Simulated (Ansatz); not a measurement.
Relaxation of AlH₈NSSi₂ (13 atoms, charge 0, multiplicity 1), to a largest force component of 0.015 eV/Å in at most 40 steps.

These are results of RKS BHLYP-D4/6-31G* (Ansatz 0.2.0), not measurements.

```xyz
13
Properties=species:S:1:pos:R:3
N -0.683 -0.850 1.964
Si 0.418 -1.817 1.028
Al 1.115 -0.636 -0.897
S -0.301 0.110 -2.395
Si -0.651 1.940 -1.351
H -0.252 0.118 2.145
H -1.502 -0.592 1.315
H -0.205 -3.041 0.606
H 1.584 -2.118 1.917
H 2.699 -0.306 -1.058
H -1.165 1.678 0.043
H 0.644 2.679 -1.236
H -1.681 2.801 -2.069
```

Q: Where does it end, and by what steps?

A: It did not converge within its limit. After 39 steps the energy has fallen by 0.788 eV; H10 moved furthest, 1.92 Å.

```
step  energy less start (eV)  largest force component (eV/Å)  accepted
   0                  0.0000                           3.220       yes
   2                 -0.4537                           0.493       yes
   4                 -0.4961                           0.374       yes
   6                 -0.5361                           0.389       yes
   8                 -0.5808                           0.371       yes
  10                 -0.6338                           0.569       yes
  12                 -0.7156                           0.079       yes
  14                 -0.7480                           0.210       yes
  16                 -0.7722                           0.272       yes
  18                 -0.7853                           0.041       yes
  20                 -0.7857                           0.057       yes
  22                 -0.7859                           0.018       yes
  24                 -0.7862                           0.058       yes
  26                 -0.7865                           0.062       yes
  28                 -0.7868                           0.045       yes
  30                 -0.7870                           0.026       yes
  32                 -0.7872                           0.047       yes
  34                 -0.7874                           0.047       yes
  36                 -0.7875                           0.033       yes
  38                 -0.7878                           0.042       yes
  39                 -0.7879                           0.045       yes
```

```xyz
13
Properties=species:S:1:pos:R:3
N -0.772 -0.577 1.671
Si 0.611 -1.420 1.050
Al 1.285 -0.963 -1.273
S 0.544 0.766 -2.404
Si -0.705 1.860 -1.058
H -0.661 0.334 2.077
H -1.665 -0.658 1.222
H 0.379 -2.880 1.186
H 1.740 -1.068 1.946
H 2.274 -1.848 -2.125
H -1.944 1.126 -0.738
H -0.005 2.178 0.202
H -1.059 3.116 -1.740
```

The run took 3 min on 2 threads of Arm Neoverse V1 (shared host), peak memory 0.27 GiB.
